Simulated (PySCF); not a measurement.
Molfile (atoms numbered from 1):
```
C4H6N2OS2
     RDKit          3D

 15 15  0  0  0  0  0  0  0  0999 V2000
   -2.5282    0.8475   -1.3872 C   0  0  0  0  0  0  0  0  0  0  0  0
   -2.0261   -0.8744   -1.6657 S   0  0  0  0  0  0  0  0  0  0  0  0
   -0.8146   -1.0143   -0.3384 C   0  0  0  0  0  0  0  0  0  0  0  0
    0.2368   -0.1069   -0.6031 O   0  0  0  0  0  0  0  0  0  0  0  0
    1.2474   -0.1390    0.2481 C   0  0  0  0  0  0  0  0  0  0  0  0
    2.2918    0.6987    0.0435 N   0  0  0  0  0  0  0  0  0  0  0  0
    3.1620    0.5108    0.9753 C   0  0  0  0  0  0  0  0  0  0  0  0
    2.6755   -0.7020    2.1014 S   0  0  0  0  0  0  0  0  0  0  0  0
    1.2817   -0.9403    1.2842 N   0  0  0  0  0  0  0  0  0  0  0  0
   -2.9829    0.9370   -0.4046 H   0  0  0  0  0  0  0  0  0  0  0  0
   -3.2496    1.0934   -2.1585 H   0  0  0  0  0  0  0  0  0  0  0  0
   -1.6530    1.4836   -1.4725 H   0  0  0  0  0  0  0  0  0  0  0  0
   -1.2830   -0.7850    0.6254 H   0  0  0  0  0  0  0  0  0  0  0  0
   -0.4496   -2.0451   -0.3275 H   0  0  0  0  0  0  0  0  0  0  0  0
    4.0872    1.0439    1.0466 H   0  0  0  0  0  0  0  0  0  0  0  0
  1  2  1  0
  2  3  1  0
  3  4  1  0
  4  5  1  0
  5  6  1  0
  6  7  2  0
  7  8  1  0
  8  9  1  0
  9  5  2  0
  1 10  1  0
  1 11  1  0
  1 12  1  0
  3 13  1  0
  3 14  1  0
  7 15  1  0
M  END
```

Geometry: GFN2-xTB; GIAO absolute shieldings from PySCF 2.14.0 with density-fitted response routines, gas phase, non-relativistic, averaged over equivalent atoms.

At OPBE/pcSseg-1 (197 basis functions, roughly 2.1 core-minutes):
```csv
atoms,σ (ppm)
C5,20.1
C7,22.6
C3,110.2
C1,168.1
S8,113.6
S2,521.2
O4,177.1
N6,-36.5
N9,38.0
H15,22.56
H13/H14,26.19
H10/H11/H12,29.29
```

Q: What do these become at LDA/pcSseg-1?

A: 
```tsv
atoms	σ at LDA/pcSseg-1	change
C5	3.5	-16.6
C7	4.6	-18.0
C3	99.2	-11.0
C1	164.4	-3.7
S8	35.6	-78.0
S2	483.7	-37.5
O4	168.5	-8.6
N6	-60.0	-23.5
N9	21.7	-16.3
H15	22.26	-0.30
H13/H14	25.70	-0.49
H10/H11/H12	28.87	-0.42
```

The largest change is at S8 (aromatic ring sulfur). Cost: 197 basis functions, about 100 core-seconds. The order of the carbon signals is the same at both levels.
